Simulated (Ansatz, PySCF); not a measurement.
This PySCF input computes a CAM-B3LYP/def2-TZVPD energy:

```python
from pyscf import gto, scf, dft

mol = gto.M(
    atom='''
    C    -1.16288243   -0.16046339   -0.48978034
    C     0.27859612   -0.13997124   -0.19633889
    Cl    0.91530387    1.56612668   -0.20792703
    Cl    1.11900840   -1.07001425   -1.47020717
    Cl    0.64798269   -0.85273675    1.40864495
    Cl   -2.28122760    0.48689446    0.59856049
    H    -1.51242710   -0.41198434   -1.47749531
    ''',
    basis='def2-tzvpd',
    charge=0,
    spin=1,
    verbose=4,
)

mf = dft.UKS(mol, xc='camb3lyp').density_fit(auxbasis='def2-universal-jkfit')
mf.grids.level = 3
mf.conv_tol = 1e-9
mf.max_cycle = 100
mf.max_memory = 1500
mf.kernel()
if not mf.converged:
    mf = mf.newton()
    mf.kernel(mf.make_rdm1())
for _ in range(2):
    mo, _, stable, _ = mf.stability(return_status=True)
    if stable:
        break
    mf.kernel(mf.make_rdm1(mo, mf.mo_occ))
mf.analyze()
```

Task: Write an input for the same energy in Ansatz (a first-principles code) and say what it gives.

Result: 
Ansatz 0.2 input:
```yaml
crystal:
  periodic: [false, false, false]
  atoms:
    - {symbol: C, position_ang: [-1.16288243, -0.16046339, -0.48978034]}
    - {symbol: C, position_ang: [0.27859612, -0.13997124, -0.19633889]}
    - {symbol: Cl, position_ang: [0.91530387, 1.56612668, -0.20792703]}
    - {symbol: Cl, position_ang: [1.11900840, -1.07001425, -1.47020717]}
    - {symbol: Cl, position_ang: [0.64798269, -0.85273675, 1.40864495]}
    - {symbol: Cl, position_ang: [-2.28122760, 0.48689446, 0.59856049]}
    - {symbol: H, position_ang: [-1.51242710, -0.41198434, -1.47749531]}
basis:
  gaussian:
    orbitals: def2-TZVPD
hamiltonian:
  xc: {name: CAM-B3LYP}
magnetization: {spin_polarized: true, initial_magnetization: 1}
output: {forces: true}
```
It gives -1917.63749 Eh, and PySCF -1917.63754 Eh, a difference of 0.05 mEh, from the treatment of integrals and grids.

It need not be the lowest isomer of its formula.
